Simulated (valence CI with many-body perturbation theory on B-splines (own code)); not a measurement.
Which ion has this spectrum?

A relativistic CI+MBPT calculation for an atom or ion with 41 electrons gives these levels (eV):

| J | Parity | E | g |
| --- | --- | --- | --- |
| 5/2 | even | 0.000 | 1.39 |
| 5/2 | even | 11.590 | 1.33 |
| 7/2 | even | 16.120 | 1.16 |
| 3/2 | even | 16.592 | 1.20 |
| 11/2 | even | 17.050 | 1.12 |
| 9/2 | even | 18.487 | 1.14 |
| 5/2 | even | 19.413 | 1.14 |
| 1/2 | even | 20.224 | 1.81 |
| 7/2 | even | 21.337 | 1.09 |
| 3/2 | even | 26.434 | 0.79 |
| 5/2 | even | 27.665 | 1.27 |
| 7/2 | even | 30.384 | 1.22 |
| 11/2 | even | 31.022 | 1.08 |
| 9/2 | even | 31.631 | 1.15 |

The energies are calculated, and their last digits are not significant.

Question: Which is it?
A. Ta32+
B. Yb29+
C. Lu30+
D. Re34+

Answer: A. Ta32+, ground level (4d3/2^4 4d5/2) J=5/2.
